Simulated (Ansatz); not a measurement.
Kohn–Sham single points on `O[B]1[SiH2][Al]1[TeH]`.

```yaml
crystal:
  periodic: [false, false, false]
  atoms:
    - {symbol: O, position_ang: [2.366978, 0.719984, -0.693410]}
    - {symbol: B, position_ang: [1.237796, 0.090134, -0.322245]}
    - {symbol: Si, position_ang: [0.420735, -1.667386, -0.540778]}
    - {symbol: Al, position_ang: [-0.833574, 0.277280, -0.024118]}
    - {symbol: Te, position_ang: [-3.157478, 0.996092, 0.739930]}
    - {symbol: H, position_ang: [2.331609, 1.676069, -0.615411]}
    - {symbol: H, position_ang: [-0.474271, -1.432404, 0.724541]}
    - {symbol: H, position_ang: [0.697134, -3.140631, -0.528075]}
    - {symbol: H, position_ang: [-2.500528, 2.434563, 1.242465]}
basis:
  gaussian: {orbitals: def2-TZVPP}
hamiltonian: {xc: {name: PBE-QIDH}}
```

```sh
$ ansatz run in.yaml --threads 4 --pin off --events-out ev --progress --plain
```

Output, abridged:

```
Functional definition: PBE-QIDH
1683 factors; integrals over basis functions are off by at most 1.1e-3 eV
mean field evaluation 1: about -24525.2804 eV, gradient 4.0e1 eV
mean field evaluation 2: about -24525.5504 eV, gradient 4.0e1 eV
mean field evaluation 4: about -24529.0770 eV, gradient 3.6e0 eV
mean field evaluation 8: about -24529.1390 eV, gradient 3.8e-1 eV
mean field evaluation 16: about -24529.1404 eV, gradient 6.9e-4 eV
mean field -24529.14041826 eV, -901.4292839224 hartree, gradient 1.9e-6 eV, S^2 0.000000; 0 other end points of the search recorded, 0 dependent functions left out
16 core orbitals not correlated: weight in the atoms' cores, before any rotation towards them, 1.000 or more for the frozen orbitals, at most 0.000 for the correlated occupied ones
reference -24529.14043287 eV, -901.4292844595 hartree; 18, 18 occupied and 218, 218 virtual orbitals, 1683 factors
second order -30.66072733 eV of doubles, -0.00000000 eV of singles
Total energy: -24539.36067532 eV, -901.8048714418 hartree
```

It took 3.9 s on 4 threads of a server CPU on a shared host, with 0.72 GiB of host memory at the peak.

Changing it to `hamiltonian: {xc: r2scan, dispersion: d4}` and forces (abridged; 3 s):

```
Functional definition: r2SCAN
mean field evaluation 16: about -24558.3876 eV, gradient 4.8e-3 eV
mean field -24558.38759777 eV, -902.5040979449 hartree, gradient 5.1e-5 eV, S^2 0.000000
Total energy: -24558.44399227 eV, -902.5061704048 hartree
Atom 0 force     0.155153     0.061923    -0.060903 eV/Å
Atom 1 force    -0.139704    -0.069695     0.054268 eV/Å
Atom 2 force     0.030579    -0.010578     0.015351 eV/Å
Atom 3 force     0.020230     0.007863     0.011739 eV/Å
Atom 4 force    -0.074060     0.001620     0.023041 eV/Å
Atom 5 force     0.006688     0.025766     0.000587 eV/Å
Atom 6 force     0.002526     0.004259    -0.052386 eV/Å
Atom 7 force    -0.010364    -0.035415     0.008608 eV/Å
Atom 8 force     0.008951     0.014258    -0.000306 eV/Å
Dipole moment:     0.081611     0.295498     0.002136 e Å
```

The same input with `hamiltonian: {xc: {name: wB97M-V}}` and forces (abridged; 8 s):

```
Functional definition: wB97M-V
mean field evaluation 16: about -24555.3481 eV, gradient 4.1e-4 eV
mean field -24555.34805477 eV, -902.3923968001 hartree, gradient 2.9e-5 eV, S^2 0.000000
Total energy: -24555.34811243 eV, -902.3923989192 hartree
Atom 0 force     0.154527     0.147083    -0.048410 eV/Å
Atom 1 force    -0.241379    -0.112763     0.080898 eV/Å
Atom 2 force    -0.026101    -0.205117     0.027448 eV/Å
Atom 3 force    -0.048146     0.051387     0.049301 eV/Å
Atom 4 force     0.146052     0.077031     0.002855 eV/Å
Atom 5 force     0.002935    -0.062634    -0.005151 eV/Å
Atom 6 force     0.060847     0.007610    -0.080936 eV/Å
Atom 7 force    -0.004814     0.202681     0.014336 eV/Å
Atom 8 force    -0.043921    -0.105279    -0.040341 eV/Å
Dipole moment:     0.084521     0.304440    -0.014214 e Å
```

Changing it to `hamiltonian: {xc: {name: revPBE}, dispersion: d4}` (abridged; 1.6 s):

```
Functional definition: revPBE
mean field evaluation 16: about -24555.8216 eV, gradient 5.3e-3 eV
mean field -24555.82155021 eV, -902.4097974367 hartree, gradient 6.3e-5 eV, S^2 0.000000
Total energy: -24556.39753578 eV, -902.4309645160 hartree
```

The same input with `hamiltonian: {xc: {name: B97M-V}}` (abridged; 4 s):

```
Functional definition: B97M-V
mean field evaluation 16: about -24554.3297 eV, gradient 2.4e-3 eV
mean field -24554.32966903 eV, -902.3549718144 hartree, gradient 1.4e-5 eV, S^2 0.000000
Total energy: -24554.32973987 eV, -902.3549744177 hartree
```

With the line `hamiltonian: {xc: {name: CAM-B3LYP}, dispersion: d4}` (abridged; 3 s):

```
Functional definition: CAM-B3LYP
mean field evaluation 16: about -24556.9812 eV, gradient 2.9e-4 eV
mean field -24556.98118699 eV, -902.4524133023 hartree, gradient 3.6e-5 eV, S^2 0.000000
Total energy: -24557.19975247 eV, -902.4604454353 hartree
```
